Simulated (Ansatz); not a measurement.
Species: sum formula BBrCl, net charge 0, doublet state. It need not be the lowest isomer of its formula. SMILES: Cl[B]Br
Geometry: optimised at B3LYP-D3(BJ)/def2-TZVP (Ansatz, a first-principles code).

Computed values are from Ansatz. Correlated levels leave the core frozen unless marked. Open shells are spin-unrestricted. Spin-orbit coupling is left out. Frozen are the shells of the preceding noble gas and the d and f shells that filled before the atom's block. No relativistic terms. Basis-set limits of correlation are two-point, X^-3; Hartree-Fock from the larger set.

| Item | Result |
|---|---|
| atomisation energy De | 783.4 kJ/mol at CCSD(T)/CBS(def2-TZVPP,def2-QZVPP) |
| total energy | -3057.2429 Eh at CCSD(T)/CBS(def2-TZVPP,def2-QZVPP) |
| dipole moment | 0.32 D at CCSD(T)/def2-SVPD |
| T1 diagnostic | 0.016 at CCSD/def2-QZVPP |
